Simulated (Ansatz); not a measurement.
Isolated molecules relaxed with PBE0-D4/def2-TZVP in Ansatz; ΔE leaves out vibrations. CCSD(T)/CBS adds triple-zeta CCSD(T) − MP2 to the extrapolated MP2 energy (def2 sets, frozen cores). Functionals use def2-TZVPP. B3LYP here is the variant with VWN-RPA as its local correlation; programs differ in this. For Ge outer-core shells are correlated without core-valence functions, which leaves a few kJ/mol of doubt a bond. Scalar relativity is left out up to krypton. One conformer a species, not always the lowest.

`[GeH3][SiH2][GeH3]` + `NB(O)F` → `OB(F)[NH][GeH3]` + `[SiH3][GeH3]`  (cleavage of the Ge–Si bond)

```csv
level,ΔE (kJ/mol),difference from CCSD(T)/CBS
PBE-D4,23.8,14.7
r2SCAN-D4,16.0,6.9
PBE0-D4,20.7,11.6
B3LYP-D4,10.7,1.6
ωB97X-V,6.1,-3.0
ωB97M-V,7.4,-1.7
B2PLYP,6.0,-3.1
PBE,23.5,14.4
r2SCAN,15.8,6.7
PBE0,20.2,11.1
B3LYP,10.2,1.1
HF/def2-TZVPP,-8.3,-17.4
MP2/def2-TZVPP,2.8,-6.3
SCS-MP2/def2-TZVPP,-2.7,-11.8
CCSD/def2-TZVPP,3.4,-5.7
CCSD(T)/def2-TZVPP,4.7,-4.4
HF/def2-QZVPP,-8.9,-18.0
MP2/def2-QZVPP,5.2,-3.9
SCS-MP2/def2-QZVPP,-0.7,-9.8
HF/CBS(def2),-9.0,-18.1
MP2/CBS(def2),7.3,-1.8
CCSD/CBS(def2),7.9,-1.2
CCSD(T)/CBS,9.1,0
```

Largest T1 diagnostic among the species: 0.012.

From PBE to PBE0 (25 % exact exchange), in def2-TZVPP and without D4, ΔE moves by −3.2 kJ/mol. In def2-TZVPP, CCSD(T) changes the Hartree–Fock value by +13.0 kJ/mol (the triples alone add +1.3 kJ/mol) and MP2 by +11.1 kJ/mol.
